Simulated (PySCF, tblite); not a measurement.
Isomers of C3H9F3OSi2. Calculated harmonic vibrations of the isolated species, GFN2-xTB (tblite), most abundant isotopes, no scaling. The method is semi-empirical: single wavenumbers can be off by several per cent or more. Modes of hydrogen on silicon can be 10 to 20 % off. One conformer each.

Electronic energies: PBE0/pcSseg-1 single points on the GFN2-xTB geometries (PySCF, gas phase).

```json
{"SMILES": "FC(F)O[C@@H]([SiH3])[C@H](F)[SiH3]", "electronic energy, lowest = 0 (kcal/mol)": "48.9"}
{"SMILES": "FC(F)(F)[SiH2]CCO[SiH3]", "electronic energy, lowest = 0 (kcal/mol)": "15.6"}
{"SMILES": "FC(F)(F)[SiH2]OCC[SiH3]", "electronic energy, lowest = 0 (kcal/mol)": "15.0"}
{"SMILES": "COC([SiH3])([SiH3])C(F)(F)F", "electronic energy, lowest = 0 (kcal/mol)": "48.9"}
{"SMILES": "F[SiH2]C[C@@H]([SiH3])OC(F)F", "electronic energy, lowest = 0 (kcal/mol)": "0.0"}
{"SMILES": "CC([SiH3])([SiH3])OC(F)(F)F", "electronic energy, lowest = 0 (kcal/mol)": "35.5"}
{"SMILES": "FCC(F)(F)OC([SiH3])[SiH3]", "electronic energy, lowest = 0 (kcal/mol)": "44.9"}
```

**Question.** How do GFN2-xTB zero-point energies change the relative energies?

**Answer.** 
```csv
SMILES,ZPE (kcal/mol),of it from modes above 1550 cm⁻¹,electronic (kcal/mol),"with ZPE, lowest = 0 (kcal/mol)",lowest mode (cm⁻¹),rings
F[SiH2]C[C@@H]([SiH3])OC(F)F,71.3,33.4,0.0,0.0,35,0
FC(F)(F)[SiH2]OCC[SiH3],70.8,33.4,15.0,14.5,16i,0
FC(F)(F)[SiH2]CCO[SiH3],70.9,33.4,15.6,15.2,19,0
CC([SiH3])([SiH3])OC(F)(F)F,69.0,32.6,35.5,33.3,54,0
FCC(F)(F)OC([SiH3])[SiH3],68.4,32.3,44.9,42.0,22,0
COC([SiH3])([SiH3])C(F)(F)F,68.7,32.5,48.9,46.2,46,0
FC(F)O[C@@H]([SiH3])[C@H](F)[SiH3],69.2,32.2,48.9,46.8,42,0
```

The zero-point energies span 2.9 kcal/mol, from `FCC(F)(F)OC([SiH3])[SiH3]` to `F[SiH2]C[C@@H]([SiH3])OC(F)F`. Slightly imaginary modes are left out of the zero-point energy: `FC(F)(F)[SiH2]OCC[SiH3]` 16.0i cm⁻¹. The order is unchanged.

**Question.** And how do the electronic energies of GFN2-xTB itself compare?

**Answer.** `F[SiH2]C[C@@H]([SiH3])OC(F)F` 0.0; `FC(F)(F)[SiH2]OCC[SiH3]` 12.3; `FC(F)(F)[SiH2]CCO[SiH3]` 8.0; `CC([SiH3])([SiH3])OC(F)(F)F` 31.8; `FCC(F)(F)OC([SiH3])[SiH3]` 44.1; `COC([SiH3])([SiH3])C(F)(F)F` 42.3; `FC(F)O[C@@H]([SiH3])[C@H](F)[SiH3]` 42.3 kcal/mol, lowest = 0. Against the energies above, taken from the same isomer `F[SiH2]C[C@@H]([SiH3])OC(F)F`, the largest difference is 7.6 kcal/mol.

**Question.** What do entropy and thermal enthalpy add at 298.15 K and 1 bar (rigid rotor, harmonic oscillator, one conformer each)?

**Answer.** 
```
                            SMILES  point group  symmetry number  S (cal/(mol K))  H − H(0) (kcal/mol)  ZPE + H − H(0) − TS (kcal/mol)
      F[SiH2]C[C@@H]([SiH3])OC(F)F           C1                1            113.7                 8.46                            45.9
       CC([SiH3])([SiH3])OC(F)(F)F           C1                1            107.8                 8.38                            45.3
       COC([SiH3])([SiH3])C(F)(F)F           C1                1            111.3                 8.71                            44.2
FC(F)O[C@@H]([SiH3])[C@H](F)[SiH3]           C1                1            112.7                 8.52                            44.1
```

Not tabulated: `FC(F)(F)[SiH2]OCC[SiH3]` (lowest mode only 16i cm⁻¹); `FC(F)(F)[SiH2]CCO[SiH3]` (lowest mode only 19 cm⁻¹); `FCC(F)(F)OC([SiH3])[SiH3]` (lowest mode only 22 cm⁻¹).
